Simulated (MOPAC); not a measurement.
MOPAC input (AM1):

```
AM1 1SCF CHARGE=-1 GEO-OK AUX(PRECISION=9) THREADS=1
H7N2Si2

N    -0.27013200 1    1.56882200 1   -0.93047500 1
Si    1.00274500 1    0.52191000 1   -0.70220600 1
Si   -0.09930800 1   -1.11153300 1    0.60813700 1
N    -1.53466000 1   -0.24798500 1    1.10729900 1
H    -0.08770000 1    2.43714800 1   -1.42390200 1
H     2.26178500 1    0.95442400 1    0.04459000 1
H     1.65853200 1   -0.20684400 1   -1.87256300 1
H     0.61822900 1   -1.65309400 1    1.81530400 1
H    -0.46232200 1   -2.38336400 1   -0.11941300 1
H    -1.58408400 1    0.59532300 1    0.52326700 1
H    -2.41902800 1   -0.73473400 1    1.11191900 1
```

Output:

```
 *******************************************************************************
 **                                                                           **
 **                              MOPAC v23.2.5                                **
 **                                                                           **
 *******************************************************************************
 ** MOPAC's Digital Object Identifier: https://doi.org/10.5281/zenodo.6511958 **
 **                                                                           **
 ** Please cite the open-source release paper for use of this MOPAC version:  **
 ** J. E. Moussa and J. J. P. Stewart (2026)                                  **
 ** MOPAC: An open-source semiempirical molecular orbital program             **
 ** J. Open Source Softw., 11(119), 8025, https://doi.org/10.21105/joss.08025 **
 *******************************************************************************

                              AM1 CALCULATION RESULTS

 *******************************************************************************
 *  AM1        - The AM1 Hamiltonian to be used
 *  GEO-OK     - OVERRIDE INTERATOMIC DISTANCE AND OTHER SAFETY CHECKS
 *
 *
 *
 *                 CHARGE ON SYSTEM = -1
 *
 *
 *
 *  1SCF       - DO 1 SCF AND THEN STOP
 *  AUX        - OUTPUT AUXILIARY INFORMATION
 *******************************************************************************
AM1 1SCF CHARGE=-1 GEO-OK AUX(PRECISION=9) THREADS=1
 H7N2Si2

   ATOM   CHEMICAL          X               Y               Z
  NUMBER   SYMBOL      (ANGSTROMS)     (ANGSTROMS)     (ANGSTROMS)

     1       N         -0.27013200  *   1.56882200  *  -0.93047500  *
     2      Si          1.00274500  *   0.52191000  *  -0.70220600  *
     3      Si         -0.09930800  *  -1.11153300  *   0.60813700  *
     4       N         -1.53466000  *  -0.24798500  *   1.10729900  *
     5       H         -0.08770000  *   2.43714800  *  -1.42390200  *
     6       H          2.26178500  *   0.95442400  *   0.04459000  *
     7       H          1.65853200  *  -0.20684400  *  -1.87256300  *
     8       H          0.61822900  *  -1.65309400  *   1.81530400  *
     9       H         -0.46232200  *  -2.38336400  *  -0.11941300  *
    10       H         -1.58408400  *   0.59532300  *   0.52326700  *
    11       H         -2.41902800  *  -0.73473400  *   1.11191900  *

          CARTESIAN COORDINATES

    NO.       ATOM           X           Y           Z

     1         N         -0.2701      1.5688     -0.9305
     2        Si          1.0027      0.5219     -0.7022
     3        Si         -0.0993     -1.1115      0.6081
     4         N         -1.5347     -0.2480      1.1073
     5         H         -0.0877      2.4371     -1.4239
     6         H          2.2618      0.9544      0.0446
     7         H          1.6585     -0.2068     -1.8726
     8         H          0.6182     -1.6531      1.8153
     9         H         -0.4623     -2.3834     -0.1194
    10         H         -1.5841      0.5953      0.5233
    11         H         -2.4190     -0.7347      1.1119

  H: (AM1): M.J.S. DEWAR ET AL, J. AM. CHEM. SOC. 107 3902-3909 (1985)
  N: (AM1): M.J.S. DEWAR ET AL, J. AM. CHEM. SOC. 107 3902-3909 (1985)
 Si: (AM1): M.J.S.DEWAR, C. JIE, ORGANOMETALLICS, 6, 1486-1490 (1987).

           Empirical Formula: H7 N2 Si2  =    11 atoms

      MOLECULAR POINT GROUP   :   C1

      RHF CALCULATION, NO. OF DOUBLY OCCUPIED LEVELS = 13

 -------------------------------------------------------------------------------
 AM1 1SCF CHARGE=-1 GEO-OK AUX(PRECISION=9) THREADS=1
 H7N2Si2

     1SCF WAS SPECIFIED, SO BFGS WAS NOT USED
     SCF FIELD WAS ACHIEVED

                              AM1 CALCULATION
                                                       MOPAC v23.2.5 Linux

          FINAL HEAT OF FORMATION =          8.79997 KCAL/MOL =      36.81907 KJ/MOL

          COSMO AREA              =        134.29 SQUARE ANGSTROMS
          COSMO VOLUME            =        129.52 CUBIC ANGSTROMS

          IONIZATION POTENTIAL    =          2.876559 EV
          HOMO LUMO ENERGIES (EV) =         -2.877  4.459
          NO. OF FILLED LEVELS    =         13
          MOLECULAR WEIGHT        =         91.2397         POINT GROUP:  C1

          MOLECULAR DIMENSIONS (Angstroms)

            Atom       Atom       Distance
            H     8    H     5     5.26506
            H    11    H     6     4.90952
            H    10    H     7     2.51769

          SCF CALCULATIONS        =          1

   ATOM   CHEMICAL          X               Y               Z
  NUMBER   SYMBOL      (ANGSTROMS)     (ANGSTROMS)     (ANGSTROMS)

     1       N         -0.27013200  *   1.56882200  *  -0.93047500  *
     2      Si          1.00274500  *   0.52191000  *  -0.70220600  *
     3      Si         -0.09930800  *  -1.11153300  *   0.60813700  *
     4       N         -1.53466000  *  -0.24798500  *   1.10729900  *
     5       H         -0.08770000  *   2.43714800  *  -1.42390200  *
     6       H          2.26178500  *   0.95442400  *   0.04459000  *
     7       H          1.65853200  *  -0.20684400  *  -1.87256300  *
     8       H          0.61822900  *  -1.65309400  *   1.81530400  *
     9       H         -0.46232200  *  -2.38336400  *  -0.11941300  *
    10       H         -1.58408400  *   0.59532300  *   0.52326700  *
    11       H         -2.41902800  *  -0.73473400  *   1.11191900  *

                             CARTESIAN COORDINATES

   1    N       -0.270132000     1.568822000    -0.930475000
   2   Si        1.002745000     0.521910000    -0.702206000
   3   Si       -0.099308000    -1.111533000     0.608137000
   4    N       -1.534660000    -0.247985000     1.107299000
   5    H       -0.087700000     2.437148000    -1.423902000
   6    H        2.261785000     0.954424000     0.044590000
   7    H        1.658532000    -0.206844000    -1.872563000
   8    H        0.618229000    -1.653094000     1.815304000
   9    H       -0.462322000    -2.383364000    -0.119413000
  10    H       -1.584084000     0.595323000     0.523267000
  11    H       -2.419028000    -0.734734000     1.111919000

           Empirical Formula: H7 N2 Si2  =    11 atoms

      MOLECULAR POINT GROUP   :   C1

                  EIGENVALUES
 -27.37527 -23.46993 -12.12983 -11.15734 -10.07509  -8.99508  -8.80622  -8.06598
  -7.05354  -5.58839  -5.01713  -3.66664  -2.87656   4.45854   5.81489   6.07287
   6.80914   6.90591   6.96081   8.71212   9.60443  10.69780  11.93659

              NET ATOMIC CHARGES AND DIPOLE CONTRIBUTIONS

  ATOM NO.   TYPE          CHARGE      No. of ELECS.   s-Pop       p-Pop
    1          N          -0.887365        5.8874     1.73002     4.15735
    2         Si           0.813431        3.1866     0.83457     2.35200
    3         Si           0.360053        3.6399     0.92782     2.71213
    4          N          -0.597443        5.5974     1.57581     4.02164
    5          H           0.096409        0.9036     0.90359
    6          H          -0.329311        1.3293     1.32931
    7          H          -0.338085        1.3381     1.33808
    8          H          -0.209055        1.2091     1.20905
    9          H          -0.228392        1.2284     1.22839
   10          H           0.196035        0.8040     0.80397
   11          H           0.123723        0.8763     0.87628
 DIPOLE           X         Y         Z       TOTAL
 POINT-CHG.    -0.049    -1.455     0.865     1.693
 HYBRID        -0.794    -0.572    -0.195     0.998
 SUM           -0.842    -2.028     0.669     2.296

          ATOMIC ORBITAL ELECTRON POPULATIONS

     Atom    s        px        py        pz
    1  N   1.73002   1.35376   1.19618   1.60740
    2 Si   0.83457   0.69249   0.84921   0.81030
    3 Si   0.92782   0.91568   0.88710   0.90935
    4  N   1.57581   1.12318   1.21652   1.68193
    5  H   0.90359
    6  H   1.32931
    7  H   1.33808
    8  H   1.20905
    9  H   1.22839
   10  H   0.80397
   11  H   0.87628

 **********************
 *                    *
 * JOB ENDED NORMALLY *
 *                    *
 **********************

 == MOPAC DONE ==
```

The dipole moment of an ion depends on the origin.

The geometry given is a B3LYP-D3(BJ)/def2-TZVP minimum.
